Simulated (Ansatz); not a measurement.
Species: C₆H₆N, net charge 0, doublet state. It need not be the lowest isomer of its formula. SMILES: N#CC1=CC[CH]C1
Coordinates optimised at B3LYP-D3(BJ)/def2-TZVP (Ansatz, a quantum-chemistry and plane-wave program):
```
C
C 1 1.3375
H 2 1.0808 1 124.59
C 1 1.4195 2 125.48 3 0.00
N 4 1.1533 2 155.44 3 0.00
C 2 1.5028 3 123.64 1 180.00
H 6 1.1003 2 111.44 3 58.40
H 6 1.1003 7 104.90 2 120.72
C 6 1.4950 7 113.25 8 123.98
H 9 1.0789 6 124.52 7 -59.64
C 9 1.4934 10 124.19 6 -180.00
H 11 1.0987 9 113.43 10 -60.14
H 11 1.0987 12 105.46 1 120.92
```
Charge 0, spin multiplicity 2.

Property: atomisation energy (electronic, to ground-state atoms), in kcal/mol. Valence correlation only, unless marked. Open shells are spin-unrestricted. Spin-orbit coupling is left out. Non-relativistic unless marked X2C. The coupled-cluster limit lacks core correlation, which all-electron functionals hold. CBS marks a two-point X^-3 extrapolation of the correlation energy; Hartree-Fock from the larger set.

| level | program | atomisation energy (kcal/mol) |
|---|---|---|
| HF/6-31G* | Ansatz | 1022.9 |
| PBE-D4/def2-TZVPD | Ansatz + dftd4 | 1475.5 |

Problem. Predict the CCSD(T)/CBS(cc-pVTZ,cc-pVQZ) result (Ansatz).

Solution. 1412.0 kcal/mol, so PBE-D4/def2-TZVPD differs from it by 63.5 kcal/mol.
